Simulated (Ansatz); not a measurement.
`N[SiH]([SiH3])CCl` → `[SiH3]CN[SiH2]Cl`  (isomerisation)

Gas-phase electronic energies from Ansatz, PBE0-D4/def2-TZVP geometries. CBS: MP2 limit from def2 TZ/QZ plus the TZ coupled-cluster correction, frozen cores. Functionals use def2-TZVPP. One conformer a species, not always the lowest.

`N[SiH]([SiH3])CCl`:

```xyz
13

N    -0.231    0.076    1.954
Si   -0.372   -0.399    0.311
Si    1.766   -0.550   -0.641
C    -1.412    0.789   -0.734
Cl   -1.436    0.183   -2.417
H     0.414    0.781    2.267
H    -0.951   -0.108    2.633
H    -1.082   -1.706    0.282
H     1.748   -1.224   -1.964
H     2.332    0.819   -0.814
H     2.668   -1.306    0.271
H    -0.998    1.798   -0.756
H    -2.446    0.847   -0.391
```

`[SiH3]CN[SiH2]Cl`:

Z-matrix (Å, degrees):
```
Si
C 1 1.887
H 1 1.490 2 108.6
H 1 1.485 2 110.3 3 119.0
H 1 1.488 2 110.6 3 -119.6
N 2 1.457 1 111.1 3 -53.8
H 2 1.096 1 107.9 3 -172.9
H 2 1.099 1 110.3 3 71.9
Si 6 1.701 2 123.5 1 -150.3
H 6 1.009 2 113.8 1 54.7
Cl 9 2.072 6 114.4 2 -68.0
H 9 1.479 6 108.6 2 49.1
H 9 1.479 6 108.1 2 173.0
```

| species | PBE0-D4 energy (Eh) |
| --- | --- |
| `N[SiH]([SiH3])CCl` | -1136.45625 |
| `[SiH3]CN[SiH2]Cl` | -1136.48812 |

Work out ΔE.

ΔE = (-1136.48812) − (-1136.45625) = -0.03187 Eh = -0.87 eV. CCSD(T)/CBS gives -0.94 eV.

Largest T1 diagnostic among the species: 0.011.

From PBE to PBE0 (25 % exact exchange), in def2-TZVPP and without D4, ΔE moves by −0.06 eV. In def2-TZVPP, CCSD(T) changes the Hartree–Fock value by +0.18 eV (the triples alone add +0.03 eV) and MP2 by +0.11 eV.
